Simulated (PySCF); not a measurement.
**Computed properties of MgH₂, SMILES [MgH2]**

MgH₂, SMILES [MgH2]. Coordinates come from a PBE0-D3(BJ)/def2-TZVPD optimisation. The values are those of a single conformer. All values are computed for the isolated molecule unless a solvent is named; none is compared with measurement here.

**Structure.** The optimised structure has D∞h symmetry. All 4 harmonic modes at PBE0-D3(BJ)/def2-TZVPD (PySCF) are real, so it is a minimum.

**Vibrations.** The strongest infrared lines (harmonic, unscaled, degenerate partners summed) lie at 441 cm⁻¹ (936 km/mol, H 92 %), 1630 cm⁻¹ (414 km/mol, H 92 %). The softest mode is at 441 cm⁻¹ and the zero-point energy is 5.9 kcal/mol.

**Electronic structure.** PBE0/def2-TZVPD (PySCF) places the frontier levels at -7.21 and -0.66 eV, a gap of 6.55 eV, and gives a dipole moment of 0.00 D and a mean polarisability of 35.0 bohr³.

**Excitations.** TDA-CAM-B3LYP/def2-TZVPD (PySCF) has S1 at 5.37 eV (231 nm, f = 0.000, dark); the most intense of the 10 singlets computed lies at 7.30 eV (f = 0.85). Strengths of degenerate partners are summed. T1 (TDA) is at 4.97 eV, 0.40 eV under S1. No vertical singlet excitation falls in the visible range (under 3.1 eV).

**NMR.** GIAO shifts at PBE0/pcSseg-2 (PySCF) (non-relativistic, atoms alike by connectivity averaged): ¹H at 4.9 ppm against TMS.
